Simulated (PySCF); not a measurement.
**Arsenic: a sound run and one with changed settings**

Sound run: As [Ar] 3d10 4s2 4p3, As⁺ [Ar] 3d10 4s2 4p2. Computed with PySCF 2.14 in cc-pVTZ-PP with ECP10MDF (5s4p3d1f, 39 functions), with a scalar-relativistic core potential. The sound run starts from symmetry-adapted Hartree-Fock orbitals and uses a fine grid where one is needed.

Changed run: 26 angular points. This setting is unsound on purpose.

| species | method | sound run (hartree) | changed run (hartree) | converged |
| --- | --- | --- | --- | --- |
| As | UHF | -331.21015 | -331.21015 | yes |
| As | B3LYP | -332.46986 | -332.46986 | yes |
| As | PBE0 | -332.38465 | -332.38465 | yes |
| As⁺ | UHF | -330.86383 | -330.86383 | yes |
| As⁺ | B3LYP | -332.10957 | -332.10960 | yes |
| As⁺ | PBE0 | -332.02018 | -332.02021 | yes |

Ionisation energy of As:

```tsv
method	sound run (eV)	changed run (eV)
UHF	9.424	9.424
B3LYP	9.804	9.803
PBE0	9.918	9.917
```

A coarse angular grid integrates products of high-l functions wrongly, so density functionals can shift, and the SCF can exploit the error; Hartree-Fock and MP2 need no grid.

For comparison, NIST gives 9.789 eV between the lowest levels.
